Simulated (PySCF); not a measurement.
**UHF on Ar²⁺ (argon, charge +2)**

Configuration: [Ne] 3s2 3p4, high-spin 3P determinant. Computed with PySCF 2.14 in aug-cc-pVTZ-DK (6s5p3d2f, 50 functions), with scalar relativity by spin-free X2C-1e.

| Property | Result |
| --- | --- |
| Total energy | -527.118354 hartree |
| One-electron energy | -712.0500 hartree |
| Hartree (Coulomb) energy | 214.5698 hartree |
| Exchange energy | -29.6382 hartree |
| ⟨S²⟩ | 2.0090 |
| ⟨L²⟩ | 2.031 |
| Sum of ⟨r⟩ | 11.80 bohr |
| Sum of ⟨r²⟩ | 15.66 bohr² |
| Traceless quadrupole moment −½Σ⟨3z² − r²⟩ along its main axis | -1.01 e·bohr² |
| Langevin diamagnetic susceptibility | -12.4 ×10⁻⁶ cm³/mol |

```tsv
shell	electrons	mean orbital energy (eV)	spread (eV)	rms radius, mean of both spins (bohr)
1s α	1	-3271.8	0	0.0991
1s β	1	-3270.9	0	0.0991
2s α	1	-368.07	0	0.446
2s β	1	-367.22	0	0.446
2p α	3	-291.17	0.932	0.416
2p β	3	-289.65	0.718	0.416
3s α	1	-63.909	0	1.43
3s β	1	-55.970	0	1.43
3p α	3	-43.560	2.563	1.59
3p β	1	-40.417	0	1.59
```

Densities and radii are taken from the X2C orbitals without a picture-change correction, which distorts them close to the nucleus.

Spin-orbit constants ζ (cm⁻¹) from the X2C one-electron operator on these orbitals: bare nucleus, nucleus screened by l(l+1)(2l+1)/3 electrons, and screened by the Breit-Pauli mean field of the electrons.

| shell | bare | screened nucleus | mean field |
| --- | --- | --- | --- |
| 2p | 13100 | 11640 | 10980 |
| 3p | 1226 | 1089 | 1017 |

To first order the Landé constant is A = -508.5 cm⁻¹, so the lowest level has J = 2 and lies 0.0630 eV below the centre of the term. This holds in LS coupling only.
